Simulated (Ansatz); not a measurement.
Several settings on one geometry of Co(NH2)2 (CoN2H4) (that of the charge 0 quartet, PBE0-D4/def2-TZVP). Ansatz on 2 threads of Intel Xeon 6975P-C on a shared host; times are rough.

```csv
atom,x (Å),y (Å),z (Å)
Co1,0.0032,-0.0035,0.0000
N2,0.0070,-0.0167,1.8164
H3,0.6231,0.5201,2.4088
H4,-0.6166,-0.5524,2.4023
N5,-0.0018,0.0121,-1.8165
H6,0.6134,0.5552,-2.4040
H7,-0.6283,-0.5148,-2.4070
```

Totals from different functionals, basis sets or treatments of relativity can't be compared as stabilities.

The 6-31G sets use Cartesian d functions. Correlated methods freeze 7 core orbitals; core or outer-core shells of Co are correlated, in sets that lack core-valence functions.

The spins typed aren't always the lowest for that charge.

**Question.** Give the basis size and estimate the energy, ⟨S²⟩ and time of these runs.

| run | method | charge | state | further keys |
| --- | --- | --- | --- | --- |
| 1 | UKS CAM-B3LYP-D4/6-31G | 0 | quartet | accuracy: high; scf: {lower_state_search: off}; forces asked |
| 2 | UKS PBE-QIDH/def2-SVP | 0 | quartet | – |
| 3 | RKS r2SCAN0/def2-SVPD | 1 | singlet | nuclear_model: gaussian; forces asked |

**Answer.** 
| run | functions | energy (Eh) | ⟨S²⟩ | wall time |
| --- | --- | --- | --- | --- |
| 1 | 55 | -1494.5058 | 3.77 | 5.5 s |
| 2 | 79 | -1493.7560 | 3.76 | 7 s |
| 3 | 106 | -1493.9160 | – | 3.5 s |

This restricted singlet of an open-shell metal wasn't tested against broken symmetry or higher spin.
